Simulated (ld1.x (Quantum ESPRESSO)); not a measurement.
An all-electron radial function and its pseudo partner (boron (B))

Columns: radius, all-electron u(r) and pseudo u(r) of the 2s shell (level -9.44 eV) of boron in the configuration [He] 2s2 2p1; PBE, non-relativistic, TM scheme, ld1.x (Quantum ESPRESSO) 7.5.

```json
{"r (bohr)": "0.093", "all-electron": "0.2597", "pseudo": "-0.0361"}
{"r (bohr)": "0.185", "all-electron": "0.3045", "pseudo": "-0.0733"}
{"r (bohr)": "0.278", "all-electron": "0.2414", "pseudo": "-0.1139"}
{"r (bohr)": "0.370", "all-electron": "0.1290", "pseudo": "-0.1588"}
{"r (bohr)": "0.463", "all-electron": "-0.0029", "pseudo": "-0.2102"}
{"r (bohr)": "0.555", "all-electron": "-0.1337", "pseudo": "-0.2679"}
{"r (bohr)": "0.648", "all-electron": "-0.2569", "pseudo": "-0.3331"}
{"r (bohr)": "0.740", "all-electron": "-0.3651", "pseudo": "-0.4025"}
{"r (bohr)": "0.833", "all-electron": "-0.4592", "pseudo": "-0.4742"}
{"r (bohr)": "0.925", "all-electron": "-0.5375", "pseudo": "-0.5420"}
{"r (bohr)": "1.018", "all-electron": "-0.6018", "pseudo": "-0.6026"}
{"r (bohr)": "1.110", "all-electron": "-0.6514", "pseudo": "-0.6514"}
{"r (bohr)": "1.203", "all-electron": "-0.6885", "pseudo": "-0.6885"}
{"r (bohr)": "1.295", "all-electron": "-0.7138", "pseudo": "-0.7138"}
{"r (bohr)": "1.388", "all-electron": "-0.7293", "pseudo": "-0.7293"}
{"r (bohr)": "1.480", "all-electron": "-0.7360", "pseudo": "-0.7360"}
{"r (bohr)": "1.573", "all-electron": "-0.7354", "pseudo": "-0.7354"}
{"r (bohr)": "1.665", "all-electron": "-0.7286", "pseudo": "-0.7286"}
{"r (bohr)": "1.758", "all-electron": "-0.7168", "pseudo": "-0.7168"}
{"r (bohr)": "1.850", "all-electron": "-0.7010", "pseudo": "-0.7010"}
{"r (bohr)": "1.943", "all-electron": "-0.6818", "pseudo": "-0.6818"}
{"r (bohr)": "2.035", "all-electron": "-0.6603", "pseudo": "-0.6603"}
{"r (bohr)": "2.128", "all-electron": "-0.6368", "pseudo": "-0.6368"}
{"r (bohr)": "2.220", "all-electron": "-0.6123", "pseudo": "-0.6123"}
{"r (bohr)": "2.313", "all-electron": "-0.5866", "pseudo": "-0.5866"}
{"r (bohr)": "2.405", "all-electron": "-0.5608", "pseudo": "-0.5608"}
```

(1) How many radial nodes do the two functions have?

(2) At about which radius was the pseudo-wave matched?

(3) Is the pseudo-wave norm-conserving?

Answers

(1) The all-electron 2s function has n − l − 1 = 1; the pseudo-wave has 0, since the states of the same l below it are removed with the core.

(2) 1.25 bohr. The columns agree to 0.0005 from 1.11 bohr on; several derivatives are matched, so the curves merge somewhat inside the radius.

(3) Yes: the TM scheme keeps the norm inside the radius equal to the all-electron one, which fixes the energy derivative of the logarithmic derivative at the level.
